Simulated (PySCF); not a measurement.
Excitation energy of Ga⁺ by level of theory

Ga⁺ [Ar] 3d10 4s2 (1S) → Ga⁺ [Ar] 3d10 4s1 4d1 (3D), as a difference of total energies. Calculation: PySCF 2.14, in aug-cc-pwCVDZ-PP with ECP10MDF (6s5p4d1f, 48 functions); scalar relativity through the core potential. Correlated levels: valence and next inner shell: nothing frozen outside the core potential. The calculations carry no spin-orbit coupling.

```json
{"method": "UHF", "excitation energy (eV)": "12.651"}
{"method": "MP2 (valence and next inner shell)", "excitation energy (eV)": "14.049"}
{"method": "SCS-MP2 (valence and next inner shell)", "excitation energy (eV)": "14.076"}
{"method": "CCSD (valence and next inner shell)", "excitation energy (eV)": "14.063"}
{"method": "CCSD(T) (valence and next inner shell)", "excitation energy (eV)": "14.136"}
```

Task: How much does correlation contribute at CCSD(T) (valence and next inner shell)?

Result: 14.136 − (12.651) = 1.485 eV, measured against UHF.

Errors of the correlated levels include the incompleteness of this basis.

For comparison: 14.116 eV (measured; NIST levels, between the centres of gravity of the two terms).
